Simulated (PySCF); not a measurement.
```xyz
4
charge 0 multiplicity 1, angstrom
Hf   -0.1627    0.0632    0.0000
N    -0.0002   -1.6747    0.0000
O     1.6778    0.7461    0.0000
H     2.4194    0.1383    0.0000
```

Method: PBE0/[Hf def2-TZVP with ECP60, N def2-TZVP, O def2-TZVP, H def2-TZVP], scalar-relativistic core potentials, density fitting, no spin–orbit coupling, PySCF.

This geometry of HfN(OH) is a stationary point at this level.

What is the point group?

Cs.

Is it a minimum?

Yes: all harmonic wavenumbers are real.

List the harmonic modes with their infrared intensities.


```
symmetry  ω (cm⁻¹)  IR (km/mol)
      a'       245         29.8
     a''       592          113
      a'       613          245
      a'       652          2.4
      a'       942         35.9
      a'      3914          122
```

What are the dipole moment and the gap between the highest occupied and lowest empty levels?

5.75 D and 2.67 eV.

Other isomers or separated fragments may lie lower. With an element this heavy the missing spin–orbit coupling can shift these numbers.
